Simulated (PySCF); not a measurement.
TiCl4, SMILES [Cl][Ti]([Cl])([Cl])[Cl], multiplicity 1. Atoms are numbered in the order given.

```xyz
5

Ti     0.0000     0.0000     0.0000
Cl     1.7583    -1.0152    -0.7178
Cl     0.0000     2.0303    -0.7178
Cl    -1.7583    -1.0152    -0.7178
Cl     0.0000     0.0000     2.1535
```

Coordinates come from a PBE0-D3(BJ)/def2-SVP optimisation. The multiplicity is an assumed one; no other spin state was optimised. The isomer is the one that the SMILES or the coordinates give; other isomers of the formula were not compared.

Two levels are set side by side: PBE/pcSseg-1 (PySCF) and PBE0/pcSseg-1 (PySCF). GIAO shifts against HCl (³⁵Cl) at the same level; non-relativistic, no solvent, atoms listed together averaged. Without spin–orbit terms, shifts of atoms bonded to Cl or Br come out too high at both levels. Differences are taken from unrounded values.

```tsv
quantity	PBE0	PBE	PBE minus PBE0
δ(³⁵Cl) of Cl2, Cl3, Cl4, Cl5 (ppm)	951.9	939.2	-12.7
```

On these quantities the two levels nearly agree.

Rough cost on one machine, each run with all the roots and properties that it gave: PBE0 against PBE within a factor of 2.
